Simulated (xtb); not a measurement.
Harmonic IR lines of one isomer of C$_{10}$H$_{9}$BO, unscaled. All values below come from xtb with GFN2-xTB.

```csv
wavenumber (cm⁻¹),relative intensity
475,28
717,4.0
817,10
825,26
830,3.6
975,4.1
1091,3.3
1117,27
1162,5.9
1208,100
1221,22
1249,22
1353,6.5
1386,15
1405,14
1471,37
1576,12
1596,56
2627,47
2658,25
3013,6.8
3041,12
3128,12
3496,6.0
```

### Question
Say which structure gives these lines.
(A) `Bc1cc2ccc(O)ccc-2c1`
(B) `Bc1ccc2cccc-2cc1O`
(C) `Bc1ccc2cc(O)cc-2cc1`
(D) `Bc1c(O)cc2cccccc1-2`

### Answer
A, `Bc1cc2ccc(O)ccc-2c1`
